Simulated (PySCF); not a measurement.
C7H7, doublet, geometry from GFN2-xTB, with bond 14-7 at 2.0 times its length; DF-CAMB3LYP/def2-SVP (PySCF).

The PySCF input:
```python
from pyscf import gto, scf, dft

mol = gto.M(
    atom='''
C     1.096806   -0.692040    0.742836
C     1.465115   -0.165421   -0.396948
C     0.257160    0.706690   -0.823937
C    -0.865458   -0.272563   -1.118095
C    -1.193253   -0.856204    0.026576
C    -0.301880   -0.264599    1.107974
C    -0.198129    1.181610    0.572021
H     2.356814   -0.273139   -0.978067
H     0.471835    1.456968   -1.579832
H    -1.255890   -0.449343   -2.102072
H    -1.912258   -1.631328    0.209142
H    -0.615248   -0.412225    2.136059
H     0.548604    1.781332    1.090668
H    -2.113931    2.224188    0.551056
''',
    basis='def2-svp',
    charge=0,
    spin=1,
    verbose=4,
)

mf = dft.UKS(mol)
mf.xc = 'camb3lyp'
mf.diis = False
mf.max_cycle = 100
mf = mf.density_fit(auxbasis='def2-universal-jkfit')
mf.kernel()
```

Problem. Predict the main parts of the log of this PySCF run.

Solution. 
```
PySCF version 2.14.0

[INPUT] verbose = 4
[INPUT] num. atoms = 14
[INPUT] num. electrons = 49
[INPUT] charge = 0
[INPUT] spin (= nelec alpha-beta = 2S) = 1
[INPUT] symmetry False subgroup None
[INPUT] Mole.unit = angstrom
[INPUT] Symbol           X                Y                Z      unit          X                Y                Z       unit  Magmom
[...]
nuclear repulsion = 276.723301892712
number of shells = 63
number of NR pGTOs = 217
number of NR cGTOs = 133
basis = def2-svp
ecp = {}

******** <class 'pyscf.df.df_jk.DFUKS'> ********
method = DFUKS
initial guess = minao
damping factor = 0
level_shift factor = 0
DIIS disabled
SCF conv_tol = 1e-09
SCF conv_tol_grad = None
SCF max_cycles = 100
direct_scf = False
number electrons alpha = 25  beta = 24
XC library pyscf.dft.libxc version 7.1.2
    S. Lehtola, C. Steigemann, M. J. T. Oliveira, and M. A. L. Marques,  SoftwareX 7, 1–5 (2018)
XC functionals = camb3lyp
    T. Yanai, D. P. Tew, and N. C. Handy,  Chem. Phys. Lett. 393, 51 (2004)
radial grids:
    Treutler-Ahlrichs [JCP 102, 346 (1995); DOI:10.1063/1.469408] (M4) radial grids

becke partition: Becke, JCP 88, 2547 (1988); DOI:10.1063/1.454033
pruning grids: <function nwchem_prune>
grids dens level: 3
symmetrized grids: False
atomic radii adjust function: <function treutler_atomic_radii_adjust>
small_rho_cutoff = 0
Set gradient conv threshold to 3.16228e-05
tot grids = 167488
******** <class 'pyscf.df.df.DF'> ********
auxbasis = def2-universal-jkfit
Create RSH-DF object <pyscf.df.df.DF object> for omega=0.33
******** <class 'pyscf.df.df.DF'> ********
auxbasis = auxmol.basis = def2-universal-jkfit
init E= -271.61894870872

cycle= 1 E= -270.238886440218  delta_E= 1.38  |g|= 0.201  |ddm|= 3.01
cycle= 2 E= -270.26158010091  delta_E= -0.0227  |g|= 0.145  |ddm|= 0.527
cycle= 3 E= -270.259515233389  delta_E= 0.00206  |g|= 0.164  |ddm|= 0.338
cycle= 4 E= -270.244584897545  delta_E= 0.0149  |g|= 0.232  |ddm|= 0.412
cycle= 5 E= -270.21143418566  delta_E= 0.0332  |g|= 0.324  |ddm|= 0.598
cycle= 6 E= -270.105649821505  delta_E= 0.106  |g|= 0.541  |ddm|= 0.915
cycle= 7 E= -269.941914884389  delta_E= 0.164  |g|= 0.72  |ddm|= 1.42
cycle= 8 E= -269.414442665167  delta_E= 0.527  |g|= 1.22  |ddm|= 2.11
cycle= 9 E= -268.723728595963  delta_E= 0.691  |g|= 1.52  |ddm|= 3.48
cycle= 10 E= -265.166831095061  delta_E= 3.56  |g|= 3.04  |ddm|= 6.23
cycle= 11 E= -251.513205283111  delta_E= 13.7  |g|= 4.12  |ddm|= 21.6
[...]

cycle= 68 E= -160.735261213697  delta_E= -18.9  |g|= 7.88  |ddm|= 54.6

cycle= 69 E= -141.839181810037  delta_E= 18.9  |g|= 10.6  |ddm|= 54.6

cycle= 70 E= -160.735261225565  delta_E= -18.9  |g|= 7.88  |ddm|= 54.6

cycle= 71 E= -141.839181453308  delta_E= 18.9  |g|= 10.6  |ddm|= 54.6

cycle= 72 E= -160.735261232566  delta_E= -18.9  |g|= 7.88  |ddm|= 54.6

cycle= 73 E= -141.83918124288  delta_E= 18.9  |g|= 10.6  |ddm|= 54.6

cycle= 74 E= -160.735261236695  delta_E= -18.9  |g|= 7.88  |ddm|= 54.6

cycle= 75 E= -141.83918111875  delta_E= 18.9  |g|= 10.6  |ddm|= 54.6

cycle= 76 E= -160.735261239127  delta_E= -18.9  |g|= 7.88  |ddm|= 54.6

cycle= 77 E= -141.839181045527  delta_E= 18.9  |g|= 10.6  |ddm|= 54.6

cycle= 78 E= -160.735261240566  delta_E= -18.9  |g|= 7.88  |ddm|= 54.6

cycle= 79 E= -141.839181002336  delta_E= 18.9  |g|= 10.6  |ddm|= 54.6

cycle= 80 E= -160.735261241408  delta_E= -18.9  |g|= 7.88  |ddm|= 54.6

cycle= 81 E= -141.839180976857  delta_E= 18.9  |g|= 10.6  |ddm|= 54.6

cycle= 82 E= -160.735261241909  delta_E= -18.9  |g|= 7.88  |ddm|= 54.6

cycle= 83 E= -141.839180961828  delta_E= 18.9  |g|= 10.6  |ddm|= 54.6

cycle= 84 E= -160.735261242199  delta_E= -18.9  |g|= 7.88  |ddm|= 54.6

cycle= 85 E= -141.839180952963  delta_E= 18.9  |g|= 10.6  |ddm|= 54.6

cycle= 86 E= -160.735261242379  delta_E= -18.9  |g|= 7.88  |ddm|= 54.6

cycle= 87 E= -141.839180947729  delta_E= 18.9  |g|= 10.6  |ddm|= 54.6

cycle= 88 E= -160.735261242481  delta_E= -18.9  |g|= 7.88  |ddm|= 54.6

cycle= 89 E= -141.839180944645  delta_E= 18.9  |g|= 10.6  |ddm|= 54.6

cycle= 90 E= -160.73526124254  delta_E= -18.9  |g|= 7.88  |ddm|= 54.6

cycle= 91 E= -141.839180942823  delta_E= 18.9  |g|= 10.6  |ddm|= 54.6

cycle= 92 E= -160.735261242577  delta_E= -18.9  |g|= 7.88  |ddm|= 54.6

cycle= 93 E= -141.839180941752  delta_E= 18.9  |g|= 10.6  |ddm|= 54.6

cycle= 94 E= -160.735261242596  delta_E= -18.9  |g|= 7.88  |ddm|= 54.6

cycle= 95 E= -141.839180941119  delta_E= 18.9  |g|= 10.6  |ddm|= 54.6

cycle= 96 E= -160.73526124261  delta_E= -18.9  |g|= 7.88  |ddm|= 54.6

cycle= 97 E= -141.839180940747  delta_E= 18.9  |g|= 10.6  |ddm|= 54.6

cycle= 98 E= -160.735261242618  delta_E= -18.9  |g|= 7.88  |ddm|= 54.6

cycle= 99 E= -141.839180940521  delta_E= 18.9  |g|= 10.6  |ddm|= 54.6

cycle= 100 E= -160.735261242621  delta_E= -18.9  |g|= 7.88  |ddm|= 54.6
SCF not converged.
SCF energy = -160.735261242621 after 100 cycles  <S^2> = 0.75001553  2S+1 = 2.0000155
```

The run did not converge; its last values are not results.
